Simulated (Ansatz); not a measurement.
Geometry optimisation, RKS B3LYP/def2-SVP (Ansatz 0.2.0).

Input:

```yaml
crystal:
  periodic: [false, false, false]
  atoms:
    - { symbol: Si, position_ang: [0.0095, 0.669, -1.0156] }
    - { symbol: "N", position_ang: [-0.6841, -0.032, 0.3335] }
    - { symbol: C, position_ang: [-0.2453, -0.2103, 1.579] }
    - { symbol: C, position_ang: [-0.4715, -1.261, 0.854] }
    - { symbol: H, position_ang: [1.3968, 0.3349, -1.1583] }
    - { symbol: H, position_ang: [-0.157, 2.202, -0.89] }
    - { symbol: H, position_ang: [-0.7391, 0.2498, -2.2295] }
    - { symbol: H, position_ang: [0.8268, 0.0188, 1.9368] }
    - { symbol: H, position_ang: [0.1524, -2.0175, 0.5731] }
basis:
  gaussian: { orbitals: def2-SVP }
hamiltonian:
  xc: b3lyp
relax:
  f_tol: 0.02
  max_steps: 50
```

Command:

```bash
$ ansatz run input.yaml --threads 2 --pin off --max-ram 3072MiB --backend cpu --events-out ev --progress --plain --runs-dir out
```

Task: Where does it end, and by what steps?

Result: It converged. After 8 steps the energy has fallen by 1.890 eV; H8 moved furthest, 0.58 Å.

```tsv
step	energy less start (eV)	largest force component (eV/Å)	accepted
0	0.0000	5.837	yes
1	-0.9955	2.171	yes
2	-1.3932	1.194	yes
3	-1.5761	3.801	yes
4	-1.7750	1.777	yes
5	-1.8704	0.334	yes
6	-1.8828	0.257	yes
7	-1.8892	0.045	yes
8	-1.8896	0.015	yes
```

```xyz
9
Properties=species:S:1:pos:R:3
Si -0.005 0.765 -1.117
N -0.678 -0.011 0.323
C 0.165 -0.311 1.544
C -0.159 -1.333 0.842
H 1.455 0.485 -1.352
H -0.195 2.236 -0.973
H -0.781 0.287 -2.298
H 0.556 0.222 2.403
H -0.268 -2.386 0.611
```

Time of the run: 13 s on 2 threads of Arm Neoverse V2 (shared host), peak memory 0.16 GiB.
